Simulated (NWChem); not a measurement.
System: WO4 (charge -2); SMILES [O]=[W-2](=[O])(=[O])=[O]

Here is an NWChem input.

```
start job
memory heap 200 mb stack 900 mb global 1100 mb
charge -2
geometry units angstroms
  W     -0.000003    -0.000004     0.000004
  O      1.239034     0.736899    -1.042253
  O      0.790311    -0.910036     1.308343
  O     -1.007127    -1.103627    -0.965516
  O     -1.022346     1.276774     0.699410
end
basis spherical
  * library def2-svpd
end
ecp
  W library def2-ecp
end
dft
  xc b3lyp
  iterations 150
end
driver
  maxiter 120
end
task dft optimize
```

Output (shortened):

```
             Northwest Computational Chemistry Package (NWChem) 7.3.0
             --------------------------------------------------------

 C1  symmetry detected

                             Geometry "geometry" -> ""
                             -------------------------

 Output coordinates in angstroms (scale by  1.889725989 to convert to a.u.)

  No.       Tag          Charge          X              Y              Z
 ---- ---------------- ---------- -------------- -------------- --------------
    1 W                   74.0000     0.00000912    -0.00000170    -0.00000049
    2 O                    8.0000     1.02825672     1.44976055     0.07371986
    3 O                    8.0000     1.02562731    -1.45006247    -0.09968241
    4 O                    8.0000    -1.04529833     0.08687237    -1.43676650
    5 O                    8.0000    -1.00867008    -0.08655476     1.46273355

 Effective nuclear repulsion energy (a.u.)     774.3668575248

                                Z-matrix (autoz)
                                --------

 Units are Angstrom for bonds and degrees for angles

      Type          Name      I     J     K     L     M      Value
      ----------- --------  ----- ----- ----- ----- ----- ----------
    1 Stretch                  1     2                       1.77891
    2 Stretch                  1     3                       1.77891
    3 Stretch                  1     4                       1.77891
    4 Stretch                  1     5                       1.77891
    5 Bend                     2     1     3               109.47433
    6 Bend                     2     1     4               109.47056
    7 Bend                     2     1     5               109.47079
    8 Bend                     3     1     4               109.47128
    9 Bend                     3     1     5               109.47091
   10 Bend                     4     1     5               109.46945

                           NWChem Geometry Optimization
                           ----------------------------

 maximum gradient threshold         (gmax) =   0.000450
 rms gradient threshold             (grms) =   0.000300
 maximum cartesian step threshold   (xmax) =   0.001800
 rms cartesian step threshold       (xrms) =   0.001200
 fixed trust radius                (trust) =   0.300000
 source of zmatrix                         =   autoz

          -------------------
          Energy Minimization
          -------------------

 Using diagonal initial Hessian
 Scaling for Hessian diagonals: bonds = 1.00  angles = 0.25  torsions = 0.10

          --------
          Step   0

                                 NWChem DFT Module
                                 -----------------

 Summary of "ao basis" -> "ao basis" (spherical)
 ------------------------------------------------------------------------------
       Tag                 Description            Shells   Functions and Types
 ---------------- ------------------------------  ------  ---------------------
 W                         def2-svpd                13       35   6s4p2d1f
 O                         def2-svpd                 9       23   4s3p2d

            General Information
            -------------------
          SCF calculation type: DFT
          Wavefunction type:  closed shell.
          No. of atoms     :     5
          No. of electrons :    48
           Alpha electrons :    24
            Beta electrons :    24
          Charge           :    -2
          Spin multiplicity:     1
          Use of symmetry is: off; symmetry adaption is: off
          Maximum number of iterations: 150
          AO basis - number of functions:   127
                     number of shells:    49
          Convergence on energy requested:  1.00D-06
          Convergence on density requested:  1.00D-05
          Convergence on gradient requested:  5.00D-04

              XC Information
              --------------
                         B3LYP Method XC Potential
                     Hartree-Fock (Exact) Exchange  0.200
                        Slater Exchange Functional  0.800 local
                    Becke 1988 Exchange Functional  0.720 non-local
              Lee-Yang-Parr Correlation Functional  0.810
                  VWN I RPA Correlation Functional  0.190 local

             Grid Information
             ----------------
          Grid used for XC integration:  medium
          Radial quadrature: Mura-Knowles
          Angular quadrature: Lebedev.
          Tag              B.-S. Rad. Rad. Pts. Rad. Cut. Ang. Pts.
          ---              ---------- --------- --------- ---------
          W                   1.35      123          10.0       590
          O                   0.60       49          11.0       434
          Grid pruning is: on
          Number of quadrature shells:   319
          Spatial weights used:  Erf1

      Superposition of Atomic Density Guess
      -------------------------------------

 Sum of atomic energies:        -371.95375077

 Renormalizing density from      46.00 to     48

      Non-variational initial energy
      ------------------------------

 Total energy =    -372.978213
 1-e energy   =    -968.392489
 2-e energy   =     392.195368
 HOMO         =       0.146705
 LUMO         =       0.331205

[...]

      ----------------------
      Optimization converged
      ----------------------

  Step       Energy      Delta E   Gmax     Grms     Xrms     Xmax
  ---- ---------------- -------- -------- -------- -------- --------
@    2    -367.98253503 -6.8D-08  0.00001  0.00001  0.00014  0.00022
                                     ok       ok       ok       ok

                                Z-matrix (autoz)
                                --------

 Units are Angstrom for bonds and degrees for angles

      Type          Name      I     J     K     L     M      Value     Gradient
      ----------- --------  ----- ----- ----- ----- ----- ---------- ----------
    1 Stretch                  1     2                       1.80829   -0.00000
    2 Stretch                  1     3                       1.80829   -0.00001
    3 Stretch                  1     4                       1.80829    0.00001
    4 Stretch                  1     5                       1.80829    0.00001
    5 Bend                     2     1     3               109.47067   -0.00000
    6 Bend                     2     1     4               109.47198    0.00000
    7 Bend                     2     1     5               109.47195    0.00000
    8 Bend                     3     1     4               109.47128   -0.00000
    9 Bend                     3     1     5               109.47121   -0.00000
   10 Bend                     4     1     5               109.47024    0.00000

                         Geometry "geometry" -> "geometry"
                         ---------------------------------

 Output coordinates in angstroms (scale by  1.889725989 to convert to a.u.)

  No.       Tag          Charge          X              Y              Z
 ---- ---------------- ---------- -------------- -------------- --------------
    1 W                   74.0000    -0.00001351     0.00000738     0.00000047
    2 O                    8.0000     1.04527037     1.47367421     0.07493769
    3 O                    8.0000     1.04258573    -1.47397744    -0.10132966
    4 O                    8.0000    -1.06257554     0.08829852    -1.46050420
    5 O                    8.0000    -1.02534231    -0.08798867     1.48689972

 Effective nuclear repulsion energy (a.u.)     761.7848094386

                Final and change from initial internal coordinates
                --------------------------------------------------

                                Z-matrix (autoz)
                                --------

 Units are Angstrom for bonds and degrees for angles

      Type          Name      I     J     K     L     M      Value       Change
      ----------- --------  ----- ----- ----- ----- ----- ---------- ----------
    1 Stretch                  1     2                       1.80829    0.02938
    2 Stretch                  1     3                       1.80829    0.02938
    3 Stretch                  1     4                       1.80829    0.02938
    4 Stretch                  1     5                       1.80829    0.02938
    5 Bend                     2     1     3               109.47067   -0.00366
    6 Bend                     2     1     4               109.47198    0.00142
    7 Bend                     2     1     5               109.47195    0.00116
    8 Bend                     3     1     4               109.47128   -0.00001
    9 Bend                     3     1     5               109.47121    0.00030
   10 Bend                     4     1     5               109.47024    0.00079

 ==============================================================================
                                internuclear distances
 ------------------------------------------------------------------------------
       center one      |      center two      | atomic units |  angstroms
 ------------------------------------------------------------------------------
    2 O                |   1 W                |     3.41718  |     1.80829
    3 O                |   1 W                |     3.41717  |     1.80829
    4 O                |   1 W                |     3.41717  |     1.80829
    5 O                |   1 W                |     3.41717  |     1.80829
 ------------------------------------------------------------------------------
                         number of included internuclear distances:          4
 ==============================================================================
```

Level: B3LYP/def2-SVPD with def2 effective core potentials on W. No frequency run checked for a minimum. The highest occupied level is positive, so the extra electron may be held by the finite basis. def2 effective core potentials on W; no spin-orbit coupling.
